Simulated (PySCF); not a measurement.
# `C[C@H]1[C@H](C=C)[P@@H](=S)C1`, C6H11PS

Molfile (atoms numbered from 1):
```
C6H11PS
     RDKit          3D

 19 19  0  0  0  0  0  0  0  0999 V2000
    0.2696   -2.8450    0.4445 C   0  0  0  0  0  0  0  0  0  0  0  0
    0.3078   -1.5756    0.8120 C   0  0  0  0  0  0  0  0  0  0  0  0
    0.2887   -0.4352   -0.1310 C   0  0  1  0  0  0  0  0  0  0  0  0
   -0.5617    0.8064    0.2386 C   0  0  2  0  0  0  0  0  0  0  0  0
   -1.9600    0.8136   -0.3496 C   0  0  0  0  0  0  0  0  0  0  0  0
    0.3958    1.8838   -0.3147 C   0  0  0  0  0  0  0  0  0  0  0  0
    1.7981    0.6753   -0.2448 P   0  0  2  0  0  5  0  0  0  0  0  0
    3.1906    0.5246   -1.5690 S   0  0  0  0  0  0  0  0  0  0  0  0
    0.3083   -3.6455    1.1629 H   0  0  0  0  0  0  0  0  0  0  0  0
    0.2059   -3.1325   -0.5922 H   0  0  0  0  0  0  0  0  0  0  0  0
    0.3759   -1.3115    1.8605 H   0  0  0  0  0  0  0  0  0  0  0  0
    0.0614   -0.7722   -1.1493 H   0  0  0  0  0  0  0  0  0  0  0  0
   -0.6220    0.8905    1.3270 H   0  0  0  0  0  0  0  0  0  0  0  0
   -2.5349   -0.0254    0.0370 H   0  0  0  0  0  0  0  0  0  0  0  0
   -1.9199    0.7339   -1.4340 H   0  0  0  0  0  0  0  0  0  0  0  0
   -2.4764    1.7354   -0.0900 H   0  0  0  0  0  0  0  0  0  0  0  0
    0.4733    2.8095    0.2524 H   0  0  0  0  0  0  0  0  0  0  0  0
    0.1788    2.1213   -1.3590 H   0  0  0  0  0  0  0  0  0  0  0  0
    2.2108    0.7576    1.0915 H   0  0  0  0  0  0  0  0  0  0  0  0
  1  2  2  0
  2  3  1  0
  3  4  1  0
  4  5  1  0
  4  6  1  0
  6  7  1  0
  7  8  2  0
  7  3  1  0
  1  9  1  0
  1 10  1  0
  2 11  1  0
  3 12  1  6
  4 13  1  1
  5 14  1  0
  5 15  1  0
  5 16  1  0
  6 17  1  0
  6 18  1  0
  7 19  1  1
M  END
```

Computed, not measured: TDDFT B3LYP/def2-SVPD circular dichroism and optical rotation, one conformer, gas phase in PySCF. Geometry: GFN2-xTB.

The molecule is flexible and this is one conformer; a measurement averages over conformers. States above about 6.3 eV (minus the energy of the highest occupied orbital) lie near or above the ionisation threshold and depend on the basis.

What are the CIP labels of the stereocentres?

C3 S, C4 R, P7 S.

List the lowest 16 singlet excitations with oscillator and rotatory strengths.

Rotatory strengths R in 10⁻⁴⁰ esu² cm², velocity form and length form (origin at the centre of mass); f in length form.
| state | E (eV) | λ (nm) | f | R (velocity) | R (length) | main |
| --- | --- | --- | --- | --- | --- | --- |
| 1 | 4.87 | 255 | 0.009 | -9.6 | -9.7 | HOMO−1→LUMO 0.55, HOMO→LUMO 0.40 |
| 2 | 4.98 | 249 | 0.085 | -9.8 | -9.6 | HOMO→LUMO 0.54, HOMO−1→LUMO 0.41 |
| 3 | 5.39 | 230 | 0.001 | +2.8 | +1.8 | HOMO→LUMO+2 0.52, HOMO→LUMO+1 0.24 |
| 4 | 5.52 | 225 | 0.005 | +4.3 | +3.9 | HOMO→LUMO+1 0.46, HOMO−1→LUMO+1 0.33 |
| 5 | 5.60 | 221 | 0.007 | -10.5 | -10.4 | HOMO−1→LUMO+2 0.41, HOMO−1→LUMO+1 0.33 |
| 6 | 5.89 | 211 | 0.096 | +33.3 | +33.3 | HOMO−1→LUMO+2 0.25, HOMO−1→LUMO+1 0.24 |
| 7 | 5.93 | 209 | 0.036 | +1.4 | -0.7 | HOMO→LUMO+4 0.62, HOMO−1→LUMO+4 0.12 |
| 8 | 5.99 | 207 | 0.023 | +14.5 | +16.1 | HOMO−1→LUMO+4 0.60, HOMO−1→LUMO+3 0.18 |
| 9 | 6.11 | 203 | 0.006 | -3.1 | -2.8 | HOMO→LUMO+3 0.69, HOMO→LUMO+4 0.19 |
| 10 | 6.19 | 200 | 0.014 | -1.4 | -1.5 | HOMO−1→LUMO+3 0.68, HOMO−1→LUMO+4 0.21 |
| 11 | 6.43 | 193 | 0.023 | -10.3 | -10.9 | HOMO→LUMO+5 0.87 |
| 12 | 6.50 | 191 | 0.014 | +14.9 | +15.3 | HOMO−1→LUMO+5 0.89 |
| 13 | 6.61 | 188 | 0.060 | -29.5 | -27.3 | HOMO→LUMO+6 0.71, HOMO−1→LUMO+6 0.12 |
| 14 | 6.69 | 185 | 0.030 | +22.9 | +22.5 | HOMO−1→LUMO+6 0.53, HOMO→LUMO+6 0.19 |
| 15 | 6.76 | 183 | 0.250 | -52.7 | -52.3 | HOMO−2→LUMO 0.52, HOMO−1→LUMO+6 0.20 |
| 16 | 6.81 | 182 | 0.009 | +18.3 | +18.4 | HOMO→LUMO+7 0.66, HOMO−2→LUMO+1 0.10 |

For state 7 the two forms differ in sign, so the sign of R isn't settled.

Among the states computed, the strongest CD band (largest |R|) is state 15. The largest dissymmetry factor in size, g = 4R/(D+G), with D and G the electric and magnetic dipole strengths, is +0.022 for state 16 (velocity form, f = 0.009), among bands with |R| over 0.5. The mirror image has the same energies and oscillator strengths and all R with the opposite sign.
